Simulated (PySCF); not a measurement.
**FeF2: one-bond stretch**

Level of theory: PySCF, UTPSS, basis Fe def2-TZVP, F def2-TZVP (no relativity, density fitting).

Rigid scan from the quintet minimum (Fe–F 1.750 Å (×2); F–Fe–F 180.0°). Coordinate: the bond from Fe to the last atom (F) scaled, the rest fixed. Energies in kJ/mol from the minimum.

Problem. Predict the curve at 1.00, 1.05, 1.12, 1.20, 1.35, 1.55, 1.80, 2.20.

Solution. 
```tsv
scale of one bond	E (kJ/mol)	dipole size (D)	⟨S²⟩
1.00	0.0	0.00	6.01
1.05	7.8	0.46	6.01
1.12	36.5	1.07	6.01
1.20	81.5	1.71	6.01
1.35	174.0	2.78	6.01
1.55	283.4	–	6.02
1.80	382.5	–	6.06
2.20	464.6	–	6.49
```

Spin contamination is strong at 2.20, so these points are less reliable.

With open d or f shells other occupations or spin states may lie lower.

The scan took about 25 core-minutes on a shared host.
